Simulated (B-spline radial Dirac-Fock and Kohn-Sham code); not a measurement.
## Cd: input and output of one calculation

ΔSCF core binding energies without Breit or QED terms, calculated with an atomic code on a B-spline grid. Keys: rel is the Hamiltonian (dirac, or spin-free x2c and nr, where L3 and M5 stand for the whole 2p and 3d shells), method is hf or an exchange,correlation pair (spin-unpolarised, also for the hole states), nuc the nuclear model, radius_factor scales its radius, rmax is the box in bohr, h the logarithmic mesh step, order the B-spline order, points the quadrature points per cell, c_factor scales the speed of light, and damp, ndamp, maxit and tol steer the iteration. The run stops when the commutator error falls below 10·tol·max(1, Z/10), or the numerical noise floor, and the energy has settled to about 1e-8 Ha; the virial ratio is −V/T.

Input (task.json):

```json
{"items": [{"Z": 48, "q": 0, "cfg": [[1, 0, 2], [2, 0, 2], [2, 1, 6], [3, 0, 2], [3, 1, 6], [3, 2, 10], [4, 0, 2], [4, 1, 6], [4, 2, 10], [5, 0, 2]], "A": 114, "rrms": 4.6087, "do": "settings", "holes": ["K", "L3", "M5"],
  "settings": [{"rel": "dirac", "method": "hf", "nuc": "fermi", "radius_factor": 1.0, "rmax": 45.0, "h": 2.0, "order": 8, "points": 10, "c_factor": 1.0, "maxit": 88, "damp": 0.5, "ndamp": 3, "tol": 1e-08}]}]}
```

Command: `python xray2_run.py task.json out`

Ground-state iterations:

```
iter   energy (Ha)        error
   1    -5108.12282895  5.37e+00
   2    -5135.94953163  4.47e-01
   3    -5136.15502142  2.01e-01
   4    -5136.22844602  9.34e-02
   5    -5136.26582600  1.14e-02
   6    -5136.26744701  4.06e-03
   7    -5136.26764541  5.66e-04
   8    -5136.26764924  5.93e-05
   9    -5136.26764932  6.77e-06
  10    -5136.26764932  3.83e-07
```

The ground state converged in 10 iterations, with total energy -5136.26765 Ha, virial ratio 2.00278 and highest orbital energy -8.48 eV. ΔSCF binding energies: K (1s) 27415.1 eV, L3 (2p3/2) 4000.9 eV, M5 (3d5/2) 649.6 eV.

Q: One setting is unsound. Which, and why?

A: h is too large to resolve the orbitals. With the default settings (Dirac Hartree-Fock): The ground state converged in 11 iterations, with total energy -5593.31918 Ha, virial ratio 1.95354 and highest orbital energy -7.66 eV. ΔSCF binding energies: K (1s) 26802.0 eV, L3 (2p3/2) 3551.7 eV, M5 (3d5/2) 411.5 eV.
